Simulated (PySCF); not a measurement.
Species: 1-chloroborepin, C6H6BCl.
InChI=1S/C6H6BCl/c8-7-5-3-1-2-4-6-7/h1-6H

The calculation used TDDFT CAM-B3LYP/def2-SVPD, vertical, gas phase, core orbitals frozen in the response (PySCF 2.14.0, density-fitted response routines). Geometry: PBE0-D3(BJ)/def2-SVP; no solvent, vibrations or thermal averaging.

Broadening: Gaussians 0.25 eV wide at half height, area fixed by f = 4.319×10⁻⁹ ∫ε dν̃. The width is an assumption, not a result. The curve ends short of the highest state used, and states not computed would add to its high-energy end.

E (eV), ε (L mol⁻¹ cm⁻¹) and a bar:
```
     4.07         19 
     4.13        125 
     4.19        585 #
     4.24       1658 ##
     4.30       4340 ####
     4.35       7659 #######
     4.41      11661 ###########
     4.46      13792 #############
     4.52      14694 ##############
     4.57      14783 ##############
     4.63      14205 #############
     4.69      11876 ###########
     4.74       8572 ########
     4.80       4471 ####
     4.85       2059 ##
     4.91        609 #
     4.96        173 
     5.02         29 
     5.07          7 
     5.13          8 
     5.18         18 
     5.24         39 
     5.30         61 
     5.35         70 
     5.41         62 
     5.46         43 
     5.52         21 
     5.57          9 
     5.63          3 
     5.68          3 
     5.74         29 
     5.80        236 
     5.85       1053 #
     5.91       4724 ####
     5.96      12929 ############
     6.02      32319 ##############################
```

Problem. Where are the band maxima, and which computed states make them?

Solution. 272 nm (4.56 eV), ε about 15000, made up of S1 (46%) and S2 (54%); 231 nm (5.36 eV), ε about 70, made up of S3 (100%) (ε in L mol⁻¹ cm⁻¹; maxima over ε = 5, shares over 10%). At its high-energy end, 6.02 eV, the curve is still rising (ε about 32000, from S5). The states used: S1 4.45 eV (f 0.107); S2 4.65 eV (f 0.109); S3 5.36 eV (f 0.0006); S4 5.61 eV (f 0.0000); S5 6.16 eV (f 0.730); S6 6.21 eV (f 0.0013); S7 6.39 eV (f 0.147); S8 6.41 eV (f 0.0003); S9 6.61 eV (f 0.0005); S10 6.62 eV (f 0.0000).

Problem. What would ε be at 4.56 eV, the highest of these maxima, with half the width (0.125 eV)?

Solution. About 7910 L mol⁻¹ cm⁻¹ against 14800, a factor of about 0.5; a lone state at its own centre would give exactly 2.

Problem. On this curve, what absorbance would a 10⁻⁴ mol/L sample give at 266 nm over a 1 cm path?

Solution. 266 nm is 4.661 eV, where ε is about 13000 L mol⁻¹ cm⁻¹, so A = ε c l ≈ 1.3 (Beer–Lambert, with the gas-phase spectrum and the assumed width).

Problem. Coming from long wavelengths, where does ε first pass 100 L mol⁻¹ cm⁻¹?

Solution. At about 301 nm (4.12 eV), 0.33 eV below S1.

The vertical ionisation energy (ΔSCF) is 8.95 eV, 2.33 eV above S10.
